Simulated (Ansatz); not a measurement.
## Counterpoise correction, worked out

The pair of NH4⁺ (SMILES [NH4+], atoms 1–5) and AsH3 (SMILES [AsH3], atoms 6–9), both closed shells, in one local arrangement (a lower one may exist), relaxed at PBE0-D4/def2-TZVP:

```
9
angstrom
N 0.0517 -0.0724 -1.3522
H -0.6488 -0.7383 -1.6845
H 0.9813 -0.3833 -1.6417
H 0.0120 -0.0165 -0.3152
H -0.1383 0.8494 -1.7509
As -0.0890 0.1245 2.3225
H 0.9557 0.8507 1.4720
H 0.1042 -1.1810 1.5476
H -1.2289 0.5669 1.4023
```

Program: Ansatz 0.2.0. Basis: def2-TZVPPD. Cores are frozen in the correlated methods. Filled d shells of the heavier atoms are correlated. The def2 sets are not built for correlating such inner shells, so the correlated values are less sure here.

CCSD(T) total energies in eV:

| system | geometry | basis functions | energy |
| --- | --- | --- | --- |
| pair | pair | all | -62397.79204 |
| NH4⁺ | as in the pair | all (partner as ghosts) | -1546.06603 |
| AsH3 | as in the pair | all (partner as ghosts) | -60851.43874 |
| NH4⁺ | as in the pair | its own | -1546.06313 |
| AsH3 | as in the pair | its own | -60851.40999 |
| NH4⁺ | free (PBE0-D4 minimum) | its own | -1546.06872 |
| AsH3 | free (PBE0-D4 minimum) | its own | -60851.41431 |

Problem. Work out the interaction energy with and without the counterpoise correction, the superposition error, and the binding energy from the relaxed fragments.

Solution. Without correction: -62397.79204 − (-1546.06313) − (-60851.40999) = -0.31892 eV.
With correction (each fragment in the whole basis): -62397.79204 − (-1546.06603) − (-60851.43874) = -0.28727 eV = -6.62 kcal/mol.
The superposition error is the difference, 0.03165 eV, 10 % of the uncorrected value: each fragment borrows its partner's functions.
Deformation from the free shapes: 0.00559 eV for NH4⁺ and 0.00432 eV for AsH3.
Binding energy from relaxed fragments: -0.28727 + 0.00559 + 0.00432 = -0.27736 eV = -6.40 kcal/mol (electronic, without zero-point energy; negative means bound). For comparison, the corrected interaction energy by CCSD(T) at an estimated basis limit (MP2 extrapolated from triple and quadruple zeta, plus CCSD(T) − MP2 in triple zeta) is -0.316 eV; triple zeta with the correction binds less.

T1 diagnostic: at most 0.012.

For scale, one of the runs: CCSD(T)/def2-TZVPPD, 210 basis functions, launched by `ansatz run in.yaml --threads 4 --pin off --events-out ev --progress --plain --max-ram 9574MiB`. Hardware: 4 CPU threads of an Arm Neoverse V1, shared host. Wall time 65 s; peak host memory 2.8 GiB.
